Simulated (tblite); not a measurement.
Record of a relaxation.

Compound: C₆H₁₃NSSi.
SMILES with atom numbers: `[CH2:1]=[N:2][SiH2:3][CH2:4]/[C:5]([CH3:6])=[CH:7]\[S:8][CH3:9]` (hydrogens: H10, H11 on C1; H12, H13 on Si3; H14, H15 on C4; H16, H17, H18 on C6; H19 on C7; H20, H21, H22 on C9)

Computed with GFN2-xTB (tblite), gas phase: L-BFGS steps from a force-field or distance-geometry start until the largest atomic force falls under 0.01 eV/Å. 7 of its 126 geometries are shown.

Step 0: E = -743.1041 eV, largest atomic force 2.251 eV/Å
```
atom  x, y, z in Å  |  force x, y, z in eV/Å
C1      4.206    1.130    0.350   -1.236  -1.718   0.767
N2      3.472    0.127    0.664    0.750   1.270  -0.745
Si3     2.140   -0.520   -0.252    0.462  -0.466   0.152
C4      0.542   -0.006    0.610    0.092  -0.101   0.830
C5     -0.622   -0.794    0.128   -0.145   0.846  -0.120
C6     -0.575   -2.267    0.273   -0.487  -0.808   0.332
C7     -1.687   -0.249   -0.451   -0.858   0.009   0.060
S8     -1.912    1.493   -0.710    0.431   0.471  -0.159
C9     -3.669    1.955   -0.537   -1.031  -0.556   0.708
H10     4.039    1.711   -0.552    0.283   0.144   0.002
H11     4.997    1.394    1.047   -0.037   0.154  -0.222
H12     2.227   -1.998   -0.158    0.372   0.390   0.007
H13     2.088   -0.108   -1.641   -0.006   0.093  -0.352
H14     0.692   -0.263    1.690   -0.165   0.501  -0.662
H15     0.413    1.081    0.468   -0.267  -0.539   0.319
H16    -0.406   -2.511    1.367   -0.043  -0.067  -1.404
H17     0.222   -2.635   -0.387   -0.145  -0.226   0.595
H18    -1.528   -2.738   -0.098    0.849   0.403   0.630
H19    -2.486   -0.914   -0.772   -0.044   0.470  -0.079
H20    -4.224    1.827   -1.469    0.297   0.045  -0.013
H21    -3.786    3.002   -0.192    0.520  -0.671  -0.290
H22    -4.153    1.301    0.220    0.409   0.355  -0.361
```

Step 21: E = -743.5840 eV, largest atomic force 0.114 eV/Å
```
atom  x, y, z in Å  |  force x, y, z in eV/Å
C1      4.189    1.138    0.370   -0.005   0.015  -0.014
N2      3.367    0.230    0.601    0.041  -0.022   0.005
Si3     2.113   -0.510   -0.318    0.005   0.028  -0.005
C4      0.514   -0.051    0.614    0.010  -0.007   0.047
C5     -0.689   -0.774    0.124   -0.010   0.085  -0.058
C6     -0.668   -2.262    0.275    0.018   0.007   0.035
C7     -1.727   -0.146   -0.422   -0.033   0.063  -0.041
S8     -1.800    1.606   -0.670   -0.012  -0.036   0.036
C9     -3.600    1.854   -0.526    0.035  -0.036   0.006
H10     4.218    1.724   -0.551    0.058   0.025  -0.065
H11     4.943    1.390    1.111   -0.057   0.014   0.053
H12     2.504   -1.917   -0.182   -0.048  -0.002  -0.007
H13     1.961   -0.152   -1.733   -0.012   0.006  -0.024
H14     0.656   -0.284    1.670    0.055  -0.004   0.023
H15     0.344    1.024    0.528    0.016  -0.033   0.047
H16    -0.423   -2.519    1.302   -0.014  -0.057   0.094
H17     0.118   -2.671   -0.355   -0.023  -0.087  -0.070
H18    -1.616   -2.722    0.009   -0.008   0.053  -0.021
H19    -2.604   -0.667   -0.775    0.031   0.012  -0.014
H20    -4.074    1.656   -1.484   -0.024  -0.026   0.046
H21    -3.763    2.888   -0.235    0.026  -0.045  -0.039
H22    -3.974    1.186    0.245   -0.048   0.049  -0.035
```

Step 42: E = -743.6170 eV, largest atomic force 0.075 eV/Å
```
atom  x, y, z in Å  |  force x, y, z in eV/Å
C1      4.191    1.170    0.356    0.008  -0.002  -0.001
N2      3.340    0.281    0.552   -0.003   0.023   0.008
Si3     2.103   -0.484   -0.364    0.006   0.011   0.002
C4      0.543   -0.086    0.666    0.004   0.008  -0.002
C5     -0.676   -0.764    0.157    0.039  -0.035  -0.032
C6     -0.713   -2.257    0.287   -0.006  -0.002  -0.013
C7     -1.687   -0.116   -0.415    0.025  -0.014   0.006
S8     -1.776    1.635   -0.616    0.050   0.054   0.016
C9     -3.586    1.827   -0.537    0.033  -0.012  -0.016
H10     4.352    1.690   -0.594   -0.025  -0.013   0.022
H11     4.842    1.470    1.175    0.012   0.005  -0.024
H12     2.493   -1.891   -0.249   -0.011  -0.019  -0.003
H13     1.906   -0.125   -1.774   -0.029   0.020   0.002
H14     0.746   -0.403    1.691   -0.028  -0.018   0.004
H15     0.379    0.992    0.676   -0.008   0.016   0.011
H16    -0.461   -2.551    1.306    0.002   0.005  -0.036
H17     0.018   -2.711   -0.383   -0.014   0.007   0.031
H18    -1.698   -2.648    0.041    0.008  -0.016   0.002
H19    -2.546   -0.629   -0.821   -0.020  -0.014   0.036
H20    -4.026    1.513   -1.480   -0.027  -0.002   0.010
H21    -3.790    2.879   -0.360    0.013  -0.025  -0.032
H22    -3.965    1.229    0.286   -0.029   0.022   0.009
```

Step 62: E = -743.6350 eV, largest atomic force 0.067 eV/Å
```
atom  x, y, z in Å  |  force x, y, z in eV/Å
C1      4.184    1.187    0.320   -0.006  -0.016   0.015
N2      3.349    0.292    0.561   -0.040   0.037  -0.039
Si3     2.079   -0.439   -0.345   -0.028   0.045  -0.024
C4      0.536   -0.140    0.742    0.055  -0.009   0.031
C5     -0.680   -0.795    0.196    0.055   0.020  -0.024
C6     -0.719   -2.291    0.270    0.001   0.004   0.012
C7     -1.683   -0.120   -0.359   -0.014   0.014   0.040
S8     -1.736    1.635   -0.526    0.023   0.032  -0.012
C9     -3.541    1.844   -0.582   -0.051   0.015   0.000
H10     4.294    1.700   -0.641   -0.024   0.000   0.035
H11     4.869    1.500    1.105    0.022  -0.015  -0.017
H12     2.477   -1.850   -0.352   -0.009   0.021  -0.004
H13     1.821    0.042   -1.709    0.006  -0.033   0.015
H14     0.750   -0.542    1.733    0.007  -0.012   0.033
H15     0.362    0.932    0.852   -0.015  -0.033  -0.040
H16    -0.465   -2.620    1.275   -0.010  -0.025   0.026
H17     0.014   -2.720   -0.413    0.002   0.006  -0.013
H18    -1.703   -2.675    0.010   -0.011  -0.012  -0.006
H19    -2.557   -0.609   -0.759    0.000  -0.016  -0.022
H20    -3.942    1.324   -1.449    0.001  -0.006   0.022
H21    -3.746    2.908   -0.666    0.048  -0.019   0.001
H22    -3.973    1.456    0.337   -0.012   0.003  -0.030
```

Step 83: E = -743.6417 eV, largest atomic force 0.037 eV/Å
```
atom  x, y, z in Å  |  force x, y, z in eV/Å
C1      4.175    1.206    0.304   -0.003   0.008   0.004
N2      3.338    0.311    0.531   -0.005  -0.006  -0.019
Si3     2.046   -0.398   -0.356   -0.012  -0.035   0.000
C4      0.536   -0.168    0.789   -0.017  -0.024   0.002
C5     -0.678   -0.818    0.234    0.000  -0.022  -0.021
C6     -0.721   -2.317    0.274   -0.004  -0.005   0.014
C7     -1.679   -0.134   -0.315    0.013   0.001  -0.005
S8     -1.713    1.623   -0.475   -0.008   0.000  -0.001
C9     -3.511    1.861   -0.612    0.009  -0.010  -0.002
H10     4.240    1.781   -0.623   -0.006   0.008  -0.012
H11     4.909    1.454    1.066    0.013   0.010   0.021
H12     2.471   -1.801   -0.405   -0.013   0.014  -0.013
H13     1.725    0.090   -1.702    0.009   0.013  -0.002
H14     0.778   -0.607    1.758    0.006   0.006   0.016
H15     0.343    0.896    0.937    0.006  -0.017   0.002
H16    -0.488   -2.676    1.275    0.016   0.005   0.010
H17     0.022   -2.730   -0.409   -0.013   0.012   0.021
H18    -1.702   -2.692   -0.011    0.009   0.005  -0.014
H19    -2.544   -0.620   -0.739    0.004   0.019   0.011
H20    -3.895    1.260   -1.431   -0.002   0.013  -0.025
H21    -3.673    2.915   -0.814   -0.009  -0.001   0.001
H22    -3.989    1.581    0.323    0.008   0.005   0.012
```

Step 104: E = -743.6516 eV, largest atomic force 0.075 eV/Å
```
atom  x, y, z in Å  |  force x, y, z in eV/Å
C1      4.077    1.266    0.292   -0.035   0.040   0.032
N2      3.334    0.272    0.403   -0.024  -0.058   0.011
Si3     1.981   -0.356   -0.452   -0.044   0.061   0.001
C4      0.568   -0.256    0.834    0.024  -0.007   0.016
C5     -0.673   -0.876    0.306    0.027   0.008  -0.008
C6     -0.747   -2.370    0.376   -0.015   0.010   0.001
C7     -1.652   -0.165   -0.249    0.009  -0.002  -0.003
S8     -1.607    1.587   -0.444    0.018  -0.010   0.015
C9     -3.381    1.890   -0.696   -0.020   0.007  -0.004
H10     4.006    2.013   -0.504    0.028  -0.012   0.001
H11     4.854    1.435    1.037   -0.002  -0.007  -0.047
H12     2.377   -1.738   -0.722    0.033  -0.026   0.037
H13     1.548    0.279   -1.702   -0.004   0.037   0.001
H14     0.878   -0.768    1.745    0.029   0.003  -0.019
H15     0.378    0.789    1.085    0.013  -0.006  -0.030
H16    -0.624   -2.707    1.404    0.001  -0.005   0.003
H17     0.062   -2.799   -0.215   -0.017  -0.032   0.014
H18    -1.696   -2.740   -0.003   -0.008  -0.014  -0.010
H19    -2.544   -0.620   -0.652    0.007   0.000  -0.004
H20    -3.731    1.312   -1.547   -0.005  -0.001  -0.004
H21    -3.493    2.950   -0.899   -0.012  -0.004   0.019
H22    -3.926    1.619    0.204   -0.003   0.016  -0.021
```

Step 125: E = -743.6557 eV, largest atomic force 0.009 eV/Å
```
atom  x, y, z in Å  |  force x, y, z in eV/Å
C1      4.042    1.289    0.288    0.000   0.003  -0.001
N2      3.326    0.271    0.367   -0.001   0.005  -0.004
Si3     1.958   -0.321   -0.491   -0.003  -0.004   0.006
C4      0.585   -0.294    0.838    0.000   0.004   0.008
C5     -0.667   -0.903    0.322    0.006  -0.003   0.000
C6     -0.771   -2.394    0.417    0.000  -0.003  -0.003
C7     -1.637   -0.179   -0.230   -0.002  -0.004   0.006
S8     -1.573    1.574   -0.409   -0.003   0.000  -0.007
C9     -3.335    1.897   -0.725    0.004  -0.001   0.002
H10     3.935    2.073   -0.468    0.006  -0.004   0.000
H11     4.843    1.435    1.010    0.003  -0.003  -0.004
H12     2.363   -1.690   -0.818    0.003   0.001   0.000
H13     1.494    0.384   -1.690    0.001   0.005  -0.005
H14     0.934   -0.835    1.717    0.000   0.001   0.002
H15     0.396    0.741    1.127   -0.001   0.003   0.006
H16    -0.700   -2.710    1.457   -0.002  -0.003  -0.002
H17     0.051   -2.858   -0.128    0.004  -0.001   0.002
H18    -1.711   -2.756    0.007   -0.006   0.002  -0.005
H19    -2.536   -0.621   -0.630   -0.005  -0.001   0.004
H20    -3.658    1.332   -1.595   -0.002   0.003  -0.008
H21    -3.431    2.961   -0.916    0.001   0.005  -0.001
H22    -3.918    1.623    0.150   -0.003  -0.007   0.003
```

Problem. Summarise the path.

Solution. The energy falls by 53.22 kJ/mol from step 0 to step 125; nine tenths of that is first reached at step 26. It falls at every step. The largest force goes from 2.251 to 0.009 eV/Å. Among the bonds C6–H16 changes most, from 1.134 to 1.090 Å; the atoms move by 0.481 Å rms after alignment.

Problem. Follow the three bonds and two angles with the largest change from start to end.

Solution. 
| step | E above end (kJ/mol) | largest force (eV/Å) | C6–H16 (Å) | C6–H18 (Å) | C1=N2 (Å) | C7–S8–C9 (°) | C1–N2–Si3 (°) |
| --- | --- | --- | --- | --- | --- | --- | --- |
| 0 | 53.22 | 2.251 | 1.134 | 1.126 | 1.281 | 110.9 | 126.9 |
| 5 | 21.00 | 0.397 | 1.084 | 1.082 | 1.250 | 106.4 | 128.5 |
| 11 | 12.61 | 0.235 | 1.088 | 1.087 | 1.249 | 103.4 | 131.0 |
| 16 | 8.57 | 0.248 | 1.093 | 1.087 | 1.246 | 100.4 | 132.3 |
| 22 | 6.67 | 0.106 | 1.087 | 1.088 | 1.246 | 99.3 | 134.3 |
| 27 | 5.08 | 0.102 | 1.090 | 1.086 | 1.247 | 98.4 | 135.8 |
| 33 | 4.35 | 0.091 | 1.090 | 1.089 | 1.246 | 98.7 | 137.1 |
| 38 | 4.02 | 0.088 | 1.088 | 1.087 | 1.246 | 98.4 | 137.0 |
| 43 | 3.66 | 0.102 | 1.090 | 1.088 | 1.246 | 98.6 | 136.4 |
| 49 | 3.23 | 0.083 | 1.089 | 1.088 | 1.246 | 98.4 | 135.1 |
| 54 | 2.82 | 0.100 | 1.088 | 1.086 | 1.246 | 98.5 | 134.5 |
| 60 | 2.26 | 0.074 | 1.089 | 1.087 | 1.247 | 98.4 | 134.1 |
| 65 | 1.80 | 0.066 | 1.089 | 1.088 | 1.247 | 98.5 | 134.1 |
| 71 | 1.58 | 0.037 | 1.088 | 1.087 | 1.247 | 98.6 | 134.4 |
| 76 | 1.47 | 0.024 | 1.089 | 1.088 | 1.247 | 98.9 | 134.2 |
| 82 | 1.38 | 0.049 | 1.089 | 1.088 | 1.246 | 98.9 | 134.9 |
| 87 | 1.27 | 0.031 | 1.089 | 1.087 | 1.247 | 99.1 | 135.5 |
| 92 | 1.20 | 0.033 | 1.089 | 1.088 | 1.246 | 99.3 | 136.1 |
| 98 | 1.01 | 0.075 | 1.089 | 1.087 | 1.247 | 99.2 | 135.8 |
| 103 | 0.51 | 0.094 | 1.090 | 1.088 | 1.247 | 98.8 | 136.1 |
| 109 | 0.18 | 0.039 | 1.090 | 1.087 | 1.247 | 99.0 | 135.3 |
| 114 | 0.08 | 0.015 | 1.090 | 1.087 | 1.247 | 99.1 | 135.1 |
| 120 | 0.04 | 0.024 | 1.090 | 1.088 | 1.247 | 99.2 | 135.1 |
| 125 | 0.00 | 0.009 | 1.090 | 1.087 | 1.247 | 99.1 | 134.9 |

What follows is the cost of the whole relaxation. The run took 4.7 s on an Intel Xeon at 2.50 GHz with one thread, shared host.
